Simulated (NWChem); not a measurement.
System: SiHBrCl2; SMILES Cl[SiH](Cl)Br

```xyz
5

Si     0.5304     0.4807     0.0000
Cl    -0.1910     1.4218     1.6688
Cl    -0.1910     1.4218    -1.6688
Br    -0.1195    -1.6251     0.0000
H      2.0062     0.5381     0.0000
```
Atoms are numbered in this order, from 1.

Computed with NWChem. Geometry: optimised at PBE0/def2-SVP. Level: PBE0/def2-SVP with SMD (1 M gas to 1 M solution), gas-phase geometry. Reactions with the solvent are ignored.

Task: What does the run give for solvent water? Quantities: solvation free energy (kcal/mol); cavity-dispersion-structure term (kcal/mol); dipole in solution (D).

Result: 
```yaml
solvation free energy (kcal/mol): 0.0
cavity-dispersion-structure term (kcal/mol): 0.9
dipole in solution (D): 1.27
```
